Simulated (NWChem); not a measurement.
C$_{4}$H$_{6}$; SMILES C=C=CC

```xyz
10

C      0.2113    -1.9479     0.0000
C     -0.1707    -0.6960     0.0000
C     -0.5505     0.5586     0.0000
C      0.3672     1.7451     0.0000
H      0.3765    -2.4935     0.9357
H      0.3765    -2.4935    -0.9357
H     -1.6308     0.7600     0.0000
H      0.1905     2.3775    -0.8856
H      0.1905     2.3775     0.8856
H      1.4221     1.4386     0.0000
```
Atoms are numbered in this order, from 1.

Program: NWChem. Geometry optimised at PBE0/def2-SVP; all other runs use it. 

```tsv
quantity	level	value
vertical ionisation energy, ΔSCF (eV)	PBE0/def2-SVP	9.35
isotropic polarisability (bohr³), static	PBE0/def2-SVPD	___
cavity-dispersion-structure term (kcal/mol) in water	PBE0/def2-SVP, SMD	3.6
vertical, lowest state with f > 0.02, singlet (eV)	PBE0/def2-SVPD, TDA	___
dipole (D)	PBE0/def2-SVP	___
highest harmonic frequency (cm⁻¹)	PBE0/def2-SVP	3234
```

Some entries are withheld; supply them.


- isotropic polarisability (bohr³), static, value: 53.5
- vertical, lowest state with f > 0.02, singlet (eV), value: 7.20
- dipole (D), value: 0.44
